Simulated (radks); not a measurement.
Coulomb parameter of the 5d shell of neutral iridium in the model configuration [Xe] 4f14 5d8 6s1, as a second difference U = [E(n + 0.5) + E(n - 0.5) - 2 E(n)] / (0.5)^2 with all orbitals relaxed. "Bare": the charge of the atom changes with n. "Screened": the 6s shell takes up the change at fixed total charge, which measures U(5d,5d) + U(6s,6s) - 2 U(5d,6s). Method: Dirac Kohn-Sham, PBE, spin-unpolarised, spherical densities, point nucleus; open shells are shared between the two j in proportion to 2j + 1; computed with a radial shooting solver on a logarithmic mesh with Libxc functionals.

case                   configuration  E - E(n) (eV)
start              [Xe] 4f14 5d8 6s1          0.000
bare +0.5        [Xe] 4f14 5d8.5 6s1         -1.670
bare -0.5        [Xe] 4f14 5d7.5 6s1          3.880
screened +0.5  [Xe] 4f14 5d8.5 6s0.5          0.162
screened -0.5  [Xe] 4f14 5d7.5 6s1.5          0.055

U(bare) = 8.838 eV, U(screened by 6s) = 0.869 eV. The step up makes a negative ion, whose loosely bound charge lowers the bare value.
